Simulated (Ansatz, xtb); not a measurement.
ClGeH5SSi: 4 structures ranked

4 gas-phase structures of ClGeH5SSi, from a drawn sample of its isomers (lower ones may exist). Each was relaxed with GFN2-xTB; where two conformers were screened, the lower at r2SCAN-D4/def2-SVP is listed:

A. `S[SiH2][GeH2][Cl]`, a singlet
B. `[SH][GeH2][SiH2]Cl`, a singlet
C. `[SiH3][Ge@@H]([SH])[Cl]`, a singlet
D. `S[Si@@H](Cl)[GeH3]`, a singlet

**Question.** Which do you expect lowest at r2SCAN-D4/def2-SVP, and how would the others follow?

**Answer.** Calculated order at r2SCAN-D4/def2-SVP: D (0.0), B (3.7), A (5.1), C (6.1) kcal/mol. Less than 1 kcal/mol parts A and C, so the order within that pair means little.

Energies above the lowest of each column, in kcal/mol; the last columns are at PBE0-D3(BJ)/def2-SVP geometries:

| structure | GFN2-xTB | HF/STO-3G | r2SCAN-D4/def2-SVP | PBE0-D3(BJ)/def2-SVP | CCSD(T)/def2-SVP + ΔMP2/def2-TZVPP |
| --- | --- | --- | --- | --- | --- |
| D | 14.7 | 0.0 | 0.0 | 0.0 | 0.0 |
| B | 6.7 | 3.1 | 3.7 | 3.7 | 3.7 |
| A | 6.1 | 3.2 | 5.1 | 4.5 | 5.5 |
| C | 0.0 | 3.4 | 6.1 | 5.6 | 5.8 |

CCSD(T)/def2-SVP + ΔMP2/def2-TZVPP puts D lowest; GFN2-xTB picks C. Flexible structures stand in one conformer each, not always the lowest. ΔMP2 is the change of the MP2 energy from the smaller to the larger basis.

Over these structures GFN2-xTB departs from r2SCAN-D4/def2-SVP by 5.8 kcal/mol on average once a common shift is removed. A GFN2-xTB relaxation took about 0.15 s and the r2SCAN-D4/def2-SVP energy about 2.2 s on a shared host (Ansatz 0.2.0, xtb 6.7.1).
